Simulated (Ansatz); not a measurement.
A CCSD(T) single point on CH4F2OSi (`OC[SiH](F)F`).

```yaml
crystal:
  periodic: [false, false, false]
  atoms:
    - {symbol: O, position_ang: [0.209373, -0.798844, -1.549912]}
    - {symbol: C, position_ang: [0.469226, -0.755076, -0.155395]}
    - {symbol: Si, position_ang: [-0.449368, 0.629659, 0.695961]}
    - {symbol: F, position_ang: [-2.014024, 0.368179, 0.691868]}
    - {symbol: F, position_ang: [-0.199357, 1.941625, -0.174610]}
    - {symbol: H, position_ang: [0.409453, 0.061593, -1.928594]}
    - {symbol: H, position_ang: [1.546311, -0.676815, 0.059991]}
    - {symbol: H, position_ang: [0.147510, -1.716462, 0.256358]}
    - {symbol: H, position_ang: [-0.030625, 0.899943, 2.087232]}
basis:
  gaussian: {orbitals: def2-TZVPP}
correlation: {method: ccsd_t}
```

```sh
$ ansatz run in.yaml --threads 4 --pin off --events-out ev --progress --plain --max-ram 10444MiB
```

Log, shortened:

```
Functional definition: HF
1359 factors; integrals over basis functions are off by at most 1.2e-3 eV
mean field evaluation 1: about -16408.6098 eV, gradient 4.5e1 eV
mean field evaluation 2: about -16408.8408 eV, gradient 4.6e1 eV
mean field evaluation 4: about -16412.6102 eV, gradient 3.3e0 eV
mean field evaluation 8: about -16412.6634 eV, gradient 2.6e-1 eV
mean field -16412.66355129 eV, -603.1542606069 hartree, gradient 2.1e-6 eV, S^2 0.000000; 0 other end points of the search recorded, 0 dependent functions left out
9 core orbitals not correlated: weight in the atoms' cores, before any rotation towards them, 1.000 or more for the frozen orbitals, at most 0.000 for the correlated occupied ones
reference -16412.66355129 eV, -603.1542606069 hartree; 16, 16 occupied and 197, 197 virtual orbitals, 1359 factors
second order -27.98588161 eV of doubles, -0.00000000 eV of singles
cycle   1  -27.91868706 eV  change    6.7e-2 eV  update   1.0e-1
cycle   2  -28.48910296 eV  change   -5.7e-1 eV  update   2.9e-2
cycle   3  -28.62561708 eV  change   -1.4e-1 eV  update   1.5e-2
cycle   4  -28.60967094 eV  change    1.6e-2 eV  update   2.8e-3
cycle   5  -28.60831046 eV  change    1.4e-3 eV  update   1.2e-3
cycle   6  -28.60930779 eV  change   -1.0e-3 eV  update   3.9e-4
cycle   7  -28.60919163 eV  change    1.2e-4 eV  update   1.7e-4
cycle   8  -28.60908052 eV  change    1.1e-4 eV  update   6.0e-5
cycle   9  -28.60909751 eV  change   -1.7e-5 eV  update   2.6e-5
perturbative correction -0.91073720 eV, -0.0334689748 hartree
Total energy: -16442.18338600 eV, -604.2390945233 hartree
```

Run time 75 s (4 threads of an Arm Neoverse V2 on a shared host); peak host memory 3.7 GiB.

Correlation energy per correlated electron: -0.922 eV. T1 diagnostic: 0.0115.
